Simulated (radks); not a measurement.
Zn17.9+, configuration [He] 2s2 2p(1/2: 2, 3/2: 3.1) 3s2 3p1 (fractional occupations, a model configuration). Method: Dirac Kohn-Sham, PBE, spin-unpolarised, spherical densities, point nucleus; open shells fill j = l - 1/2 first; computed with a radial shooting solver on a logarithmic mesh with Libxc functionals.

Normalised radial functions P(r) = r R(r) (large component), r in bohr:

r,1s1/2,3p1/2
0.002097,0.6807,0.0030
0.002603,0.8277,0.0043
0.003256,1.0099,0.0062
0.004074,1.2261,0.0090
0.005056,1.4698,0.0129
0.006326,1.7606,0.0190
0.007914,2.0889,0.0279
0.009822,2.4358,0.0405
0.01229,2.8153,0.0594
0.01537,3.1945,0.0866
0.01908,3.5311,0.1237
0.02387,3.8095,0.1770
0.02963,3.9638,0.2462
0.03706,3.9560,0.3396
0.04637,3.7386,0.4557
0.05755,3.3205,0.5849
0.072,2.7036,0.7232
0.09007,1.9837,0.8392
0.1118,1.3027,0.8900
0.1399,0.7200,0.8260
0.175,0.3263,0.5916
0.2172,0.1205,0.1832
0.2717,0.0318,-0.3879
0.3399,0.0057,-0.9822
0.4218,0.0007,-1.3999
0.5278,0.0000,-1.5083
0.6603,0.0000,-1.2506
0.8195,0.0000,-0.8049
1.025,0.0000,-0.3751
1.283,0.0000,-0.1199
1.592,0.0000,-0.0258

1s1/2: eigenvalue -10305.6 eV, 0 radial nodes, <r> = 0.0503 bohr, 90 % of the charge inside 0.0898 bohr. 3p1/2: eigenvalue -646.61 eV, 1 radial node at r = 0.234 bohr, <r> = 0.540 bohr, 90 % of the charge inside 0.800 bohr.
